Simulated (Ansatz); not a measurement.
Ideal-gas functions of `[OH][In]([F])[Br]` at 400 K and 1 bar, from an Ansatz frequency run at PBE0-D4/def2-TZVP.

Molar mass 230.73 g/mol, point group Cs (symmetry number 1), electronic degeneracy 1, moments of inertia 100.709, 402.684, 503.393 u Å². Harmonic wavenumbers (cm⁻¹, unscaled): 86, 123, 128, 262, 303, 607, 631, 848, 3876.

Use S(trans) = R[1.5 ln M + 2.5 ln T − 1.1517]; rotational temperatures θ = 24.2544 K / I; S(rot) = R[ln(√π/σ · √(T³/θAθBθC)) + 1.5]; for each mode x = 1.438777 ν̃/T, S = R[x/(eˣ − 1) − ln(1 − e⁻ˣ)] and H = RT x/(eˣ − 1); 1 cm⁻¹ = 0.0119627 kJ/mol; R = 8.31446 J/(mol·K).

Q: By hand: the entropy, in J/(mol·K).

A: Translation 182.8. Rotation: θ = 0.2408, 0.0602, 0.0482 K, giving 122.2. Vibration, mode by mode: 18.10, 15.16, 14.84, 9.11, 8.00, 3.30, 3.08, 1.66, 0.00, in all 73.3. Electronic 0.0. Sum 378.3 J/(mol·K).

Q: By hand: H − E and G − E in kJ/mol, counted from the electronic energy.

A: Zero-point energy ½ × 6864 × 0.0119627 = 41.1; thermal vibration 14.2; translation, rotation and pV give 4 RT = 13.3. H − E = 68.6 kJ/mol, and G − E = 68.6 − 400 × 378.3/1000 = -82.7 kJ/mol.

Vibration gives 19 % of the entropy, 48.1 J/(mol·K) of it from the modes under 150 cm⁻¹: soft modes count most, and the harmonic formula is weakest for them. The sum counts one conformer and one mirror image; others add a mixing term.
